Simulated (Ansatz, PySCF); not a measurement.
C3HBrF2, SMILES FC(F)=C=CBr. Atoms are numbered in the order given.

```xyz
7

F     -2.7904    -0.2415     1.0819
C     -2.0859     0.0277     0.0000
F     -2.7904    -0.2415    -1.0819
C     -0.8698     0.5111     0.0000
C      0.3532     0.9577     0.0000
Br     1.8935    -0.1773     0.0000
H      0.6275     2.0169     0.0000
```

Coordinates come from a B3LYP-D3(BJ)/def2-SVP optimisation.

Two levels are set side by side: PBE-D3(BJ)/def2-SVP (Ansatz, a program for electronic structure) and B3LYP-D3(BJ)/def2-SVP (Ansatz). Each level has its own optimised geometry; the coordinates shown are those of the second. Frequencies come from the Hessian of PySCF at each geometry. Differences are taken from unrounded values.

```tsv
quantity	B3LYP-D3(BJ)
mean bond length (Å)	1.376
bond F1–C2 (Å)	1.319
bond C2–F3 (Å)	1.319
bond C2–C4 (Å)	1.309
bond C4–C5 (Å)	1.302
bond C5–Br6 (Å)	1.913
bond C5–H7 (Å)	1.094
highest harmonic wavenumber (cm⁻¹)	3184
mean harmonic wavenumber (cm⁻¹)	940
zero-point energy (kcal/mol)	20.16
```

What does PBE-D3(BJ) give, and how far is it from B3LYP-D3(BJ)? (Estimate from the structure and the level; the computed values follow.)


```tsv
quantity	PBE-D3(BJ)	PBE-D3(BJ) minus B3LYP-D3(BJ)
mean bond length (Å)	1.383	0.007
bond F1–C2 (Å)	1.327	0.008
bond C2–F3 (Å)	1.327	0.008
bond C2–C4 (Å)	1.318	0.009
bond C4–C5 (Å)	1.310	0.008
bond C5–Br6 (Å)	1.915	0.002
bond C5–H7 (Å)	1.103	0.009
highest harmonic wavenumber (cm⁻¹)	3112	-72
mean harmonic wavenumber (cm⁻¹)	910	-30
zero-point energy (kcal/mol)	19.52	-0.64
```

GGA bonds tend to be longer and softer than those of functionals with exact exchange. Differences between two approximate levels are no errors against the true value.
